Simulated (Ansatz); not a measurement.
Geometry optimisation, Ansatz, RKS B3LYP-D4/def2-SVP.

Input file:

```yaml
crystal:
  periodic: [false, false, false]
  atoms:
    - { symbol: Si, position_ang: [-0.651791, 1.078285, 0.008285] }
    - { symbol: H, position_ang: [1.930468, 0.240579, 0.281703] }
    - { symbol: O, position_ang: [-0.753199, -0.433314, 0.6785] }
    - { symbol: Si, position_ang: [-0.380212, -1.828516, 1.473323] }
    - { symbol: H, position_ang: [-2.037488, 1.633447, -0.026865] }
    - { symbol: H, position_ang: [0.166468, 1.970788, 0.88226] }
    - { symbol: H, position_ang: [1.918779, 0.310129, -0.416984] }
    - { symbol: C, position_ang: [0.046763, 0.972571, -1.729852] }
    - { symbol: H, position_ang: [0.955264, -1.7178, 2.133134] }
    - { symbol: H, position_ang: [-1.411198, -2.11099, 2.512436] }
    - { symbol: H, position_ang: [-0.340569, -2.962791, 0.505797] }
    - { symbol: H, position_ang: [0.880782, 1.675362, -1.877775] }
    - { symbol: H, position_ang: [-0.730089, 1.215204, -2.474142] }
    - { symbol: H, position_ang: [0.406022, -0.042855, -1.94982] }
basis:
  gaussian: { orbitals: def2-SVP }
hamiltonian:
  xc: b3lyp
  dispersion: d4
relax:
  f_tol: 0.03
  max_steps: 50
output:
  orbitals: {}
```

Command:

```bash
$ ansatz run input.yaml --threads 2 --pin off --max-ram 3072MiB --backend cpu --events-out ev --progress --plain --runs-dir out
```

Task: Where does it end, and by what steps?

Result: The forces met the threshold. The force dipped under the threshold on the way, but the program's further checks kept it going. After 22 steps the energy has fallen by 0.285 eV; H12 moved furthest, 1.17 Å.

```tsv
step	energy less start (eV)	largest force component (eV/Å)	accepted
0	0.0000	2.397	yes
1	-0.1531	0.268	yes
2	-0.1918	0.100	yes
3	-0.2069	0.073	yes
4	-0.2145	0.334	yes
5	-0.2230	0.361	yes
6	-0.2475	0.096	yes
7	-0.2661	0.108	yes
8	-0.2745	0.031	yes
9	-0.2601	0.519	no
10	-0.2755	0.018	yes
11	-0.2778	0.059	yes
12	-0.2771	0.210	no
13	-0.2788	0.012	yes
14	-0.2797	0.020	yes
15	-0.2804	0.108	yes
16	-0.2809	0.140	yes
17	-0.2815	0.119	yes
18	-0.2820	0.142	yes
19	-0.2826	0.102	yes
20	-0.2831	0.198	yes
21	-0.2841	0.061	yes
22	-0.2852	0.008	yes
```

```xyz
14
Properties=species:S:1:pos:R:3
Si -0.707 1.105 -0.031
H 2.483 -0.214 0.471
O -0.844 -0.475 0.470
Si -0.415 -1.726 1.463
H -2.029 1.772 0.150
H 0.303 1.806 0.820
H 2.541 -0.589 -0.188
C -0.197 1.156 -1.831
H 0.610 -1.282 2.455
H -1.616 -2.217 2.195
H 0.148 -2.841 0.650
H -0.119 2.198 -2.183
H -0.938 0.637 -2.460
H 0.780 0.670 -1.980
```

The run took 66 s on 2 threads of Arm Neoverse V1, with other jobs on the host, peak memory 0.26 GiB.
